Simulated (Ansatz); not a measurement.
`CBN[SiH3]` + H–F → `FBN[SiH3]` + CH₄ at 600 K and 1 bar (ligand exchange at a B–C bond).

Isolated molecules relaxed with PBE0-D4/def2-TZVP in Ansatz; ΔE leaves out vibrations. CCSD(T)/CBS adds triple-zeta CCSD(T) − MP2 to the extrapolated MP2 energy (def2 sets, frozen cores). This one scheme is used for every species. One conformer a species, not always the lowest.

```json
{"species": "`CBN[SiH3]`", "CCSD(T)/CBS energy (Eh)": "-411.50704", "H − E (kJ/mol)": "302.9", "S (J/(mol·K))": "425.3"}
{"species": "H–F", "CCSD(T)/CBS energy (Eh)": "-100.39570", "H − E (kJ/mol)": "42.3", "S (J/(mol·K))": "194.0"}
{"species": "`FBN[SiH3]`", "CCSD(T)/CBS energy (Eh)": "-471.49367", "H − E (kJ/mol)": "204.0", "S (J/(mol·K))": "394.9"}
{"species": "CH₄", "CCSD(T)/CBS energy (Eh)": "-40.46206", "H − E (kJ/mol)": "140.4", "S (J/(mol·K))": "215.7"}
```

H − E and S are ideal-gas, rigid-rotor, harmonic terms from PBE0-D4/def2-TZVP, for one conformer and one mirror image of each species. 1 Eh = 2625.50 kJ/mol, R = 8.31446 J/(mol·K).

**Question.** By hand: ΔE, ΔH, ΔS and ΔG.

**Answer.** ΔE = (-471.49367) + (-40.46206) − (-411.50704) − (-100.39570) = -0.05299 Eh = -139.1 kJ/mol. Δ(H − E) = 204.0 + 140.4 − 302.9 − 42.3 = -0.8, so ΔH = -139.9 kJ/mol. ΔS = 394.9 + 215.7 − 425.3 − 194.0 = -8.7 J/(mol·K). ΔG = -139.9 − 600 × (-8.7)/1000 = -134.7 kJ/mol.

**Question.** By hand: the equilibrium constant, and the temperature at which ΔG would vanish if ΔH and ΔS stayed fixed.

**Answer.** log₁₀ K = −ΔG/(RT ln 10) = 11.7. ΔG = 0 at ΔH/ΔS = 16080 K, far beyond where these terms or the molecules hold.

The number of gas molecules stays the same, so ΔS is small and ΔH decides. A doubt of 5 kJ/mol in ΔE shifts log₁₀ K by 0.4 here. Other conformers and mirror images would add mixing entropy, several J/(mol·K) or more a flexible species. These are equilibria of isolated gas molecules and say nothing of rates. Largest T1 diagnostic: 0.012 (customary marks: 0.02 for closed shells, 0.045 for open ones).
